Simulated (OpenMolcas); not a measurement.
Re3+ (d4) among equal point charges was computed by CASSCF with the d shell active (OpenMolcas, ANO-RCC-VDZP on the metal). Its lowest spin-free states, and all those of the highest spin:

```tsv
2S+1	Degeneracy	E (cm-1)
5	1	0.0
5	2	4883
5	2	8197
3	1	13425
3	1	13787
3	2	14712
3	2	16437
3	2	17937
3	1	19111
3	1	19904
3	1	20090
1	1	20300
```

Is the site octahedral, tetrahedral or cube-like, axial, or of lower symmetry?

The states with 2S+1 = 5 have orbital degeneracies 1, 2, 2. There are pairs but no triples, so the site is axial: not cubic, but with a proper or improper axis of order three or more. The run had Re3+ among 5 point charges of -2 e arranged as a trigonal bipyramid (D3h), 2.09 Å from the ion, with the axial distance 2.383 Å.

Spin-orbit coupling mixes the spin-free states strongly: the lowest level takes only 41 % from its leading state, 5A1. Without dynamic correlation the repulsion within the d shell is too large (B by tens of per cent), so at a given field states of lower spin stand too high. This shell can be high or low spin here, a state of another spin lies low, and with metal d orbitals alone active their balance is uncertain, so the ground spin may be wrong. Point charges give a weaker field than real ligands, and real ions of this kind are as a rule low spin; the high spin found here belongs to the model. This is an electrostatic model: the charges have no orbitals. No measured value stands beside these numbers.
